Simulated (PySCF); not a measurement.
**Magnetic susceptibility: SMILES C/C=C/c1nsc(C)n1, C₆H₈N₂S**

Molfile (atoms numbered from 1):
```
C6H8N2S
     RDKit          3D

 17 17  0  0  0  0  0  0  0  0999 V2000
   -3.2558   -0.9143   -0.1848 C   0  0  0  0  0  0  0  0  0  0  0  0
   -1.8197   -0.5725   -0.0143 C   0  0  0  0  0  0  0  0  0  0  0  0
   -1.3726    0.5596    0.5267 C   0  0  0  0  0  0  0  0  0  0  0  0
    0.0308    0.8536    0.6742 C   0  0  0  0  0  0  0  0  0  0  0  0
    0.4345    1.9793    1.2165 N   0  0  0  0  0  0  0  0  0  0  0  0
    2.0606    2.0399    1.2547 S   0  0  0  0  0  0  0  0  0  0  0  0
    2.1640    0.4575    0.4946 C   0  0  0  0  0  0  0  0  0  0  0  0
    3.4480   -0.2102    0.1966 C   0  0  0  0  0  0  0  0  0  0  0  0
    0.9925   -0.0171    0.2604 N   0  0  0  0  0  0  0  0  0  0  0  0
   -3.8975   -0.1209    0.1901 H   0  0  0  0  0  0  0  0  0  0  0  0
   -3.4767   -1.0821   -1.2391 H   0  0  0  0  0  0  0  0  0  0  0  0
   -3.4855   -1.8380    0.3468 H   0  0  0  0  0  0  0  0  0  0  0  0
   -1.1035   -1.3061   -0.3591 H   0  0  0  0  0  0  0  0  0  0  0  0
   -2.0412    1.3261    0.8905 H   0  0  0  0  0  0  0  0  0  0  0  0
    4.1440    0.4877   -0.2644 H   0  0  0  0  0  0  0  0  0  0  0  0
    3.8964   -0.5784    1.1193 H   0  0  0  0  0  0  0  0  0  0  0  0
    3.2748   -1.0520   -0.4690 H   0  0  0  0  0  0  0  0  0  0  0  0
  1  2  1  0
  2  3  2  0
  3  4  1  0
  4  5  2  0
  5  6  1  0
  6  7  1  0
  7  8  1  0
  7  9  2  0
  9  4  1  0
  1 10  1  0
  1 11  1  0
  1 12  1  0
  2 13  1  0
  3 14  1  0
  8 15  1  0
  8 16  1  0
  8 17  1  0
M  END
```

The calculation used PySCF 2.14.0, GIAO wB97X-D/pcSseg-1 magnetisability, rotational g tensor and spin-rotation constants, non-relativistic, gas phase. Geometry: GFN2-xTB.

What are the magnetisability and the molar susceptibility?

Isotropic -1372 × 10⁻³⁰ J/T², or -82.6 × 10⁻⁶ cm³/mol; principal values -1923, -1137, -1056 × 10⁻³⁰ J/T², anisotropy 830 × 10⁻³⁰ J/T² (root of half the summed squared differences of the principal values). The susceptibility is in cgs units.

Split it along the inertial axes a, b, c into diamagnetic and paramagnetic parts about the centre of mass, with the quadrupole moment.


```csv
axis,χ (10⁻⁶ cm³/mol),diamagnetic (10⁻⁶ cm³/mol),paramagnetic (10⁻⁶ cm³/mol),summed x² of all electrons (Å²),quadrupole Θ (D Å)
a,-66.6,-478.1,411.5,382.1,+13.98
b,-65.4,-1689.3,1623.9,96.6,-6.84
c,-115.8,-2031.3,1915.5,16.0,-7.14
```
Anisotropies 2χaa − χbb − χcc = +47.9 and 2χbb − χaa − χcc = +51.7 × 10⁻⁶ cm³/mol. Θ is traceless in Buckingham's convention.

And the rotational g tensor?


| axis | rotational constant (GHz) | g | nuclear part | electronic part |
| --- | --- | --- | --- | --- |
| a | 3.3838 | -0.0684 | 0.5857 | -0.6541 |
| b | 0.7721 | -0.0116 | 0.5774 | -0.5890 |
| c | 0.6336 | +0.0055 | 0.5757 | -0.5702 |

Asymmetric top; isotopes 12C, 1H, 14N, 32S; no vibrational averaging.
